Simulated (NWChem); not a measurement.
System: CClF, singlet; SMILES F[C]Cl

Here is an NWChem input.

```
start job
memory heap 200 mb stack 900 mb global 1100 mb
geometry units angstroms noautoz
  F     -0.255033     1.452672     0.000000
  C      0.674636     0.564469     0.000000
  Cl    -0.118123    -0.988423     0.000000
end
basis spherical
  * library def2-svp
end
dft
  xc b3lyp
  iterations 150
  vectors input atomic output neutral.movecs
end
task dft energy
charge 1
dft
  odft
  mult 2
  vectors input atomic output cation.movecs
end
task dft energy
```

Low-valent species are run as closed-shell singlets; no triplet was tried in these runs. All runs use the structure optimised with PBE0/def2-SVP.

Ions are spin-unrestricted doublets at the neutral geometry; other ion states weren't tried.

Q: What results follow from this input? (B3LYP/def2-SVP, vertical spin-unrestricted ions.) Quantities: vertical ionisation energy, ΔSCF (eV); −ε(HOMO) (eV).

A: 
- vertical ionisation energy, ΔSCF (eV) = 10.72
- −ε(HOMO) (eV) = 7.54
